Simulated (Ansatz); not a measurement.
`FC[SiH2]Br` + H₂Se → `[SeH][SiH2]Br` + `CF` at 400 K and 1 bar (ligand exchange at the Si–C bond).

Isolated molecules relaxed with PBE0-D4/def2-TZVP in Ansatz; ΔE leaves out vibrations. CBS: MP2 limit from def2 TZ/QZ plus the TZ coupled-cluster correction, frozen cores. This one scheme is used for every species. For Br, Se outer-core shells are correlated without core-valence functions, which leaves a few kJ/mol of doubt a bond. Scalar relativity is left out up to krypton. Each species was taken in one conformer, which may not be the lowest.

```tsv
species	CCSD(T)/CBS energy (Eh)	H − E (kJ/mol)	S (J/(mol·K))
`FC[SiH2]Br`	-3002.67960	153.4	360.7
H₂Se	-2401.89790	49.4	229.5
`[SeH][SiH2]Br`	-5264.97418	94.9	354.9
`CF`	-139.63461	117.5	234.3
```

H − E and S are ideal-gas, rigid-rotor, harmonic terms from PBE0-D4/def2-TZVP, for one conformer and one mirror image of each species. 1 Eh = 2625.50 kJ/mol, R = 8.31446 J/(mol·K).

Question: By hand: ΔE, ΔH, ΔS and ΔG.

Answer: ΔE = (-5264.97418) + (-139.63461) − (-3002.67960) − (-2401.89790) = -0.03129 Eh = -82.2 kJ/mol. Δ(H − E) = 94.9 + 117.5 − 153.4 − 49.4 = 9.6, so ΔH = -72.6 kJ/mol. ΔS = 354.9 + 234.3 − 360.7 − 229.5 = -1.0 J/(mol·K). ΔG = -72.6 − 400 × (-1.0)/1000 = -72.2 kJ/mol.

Question: By hand: the equilibrium constant, and the temperature at which ΔG would vanish if ΔH and ΔS stayed fixed.

Answer: log₁₀ K = −ΔG/(RT ln 10) = 9.4. ΔG = 0 at ΔH/ΔS = 72600 K, far beyond where these terms or the molecules hold.

The number of gas molecules stays the same, so ΔS is small and ΔH decides. A doubt of 5 kJ/mol in ΔE shifts log₁₀ K by 0.7 here. Other conformers and mirror images would add mixing entropy, several J/(mol·K) or more a flexible species. These are equilibria of isolated gas molecules and say nothing of rates. Largest T1 diagnostic: 0.009 (customary marks: 0.02 for closed shells, 0.045 for open ones).
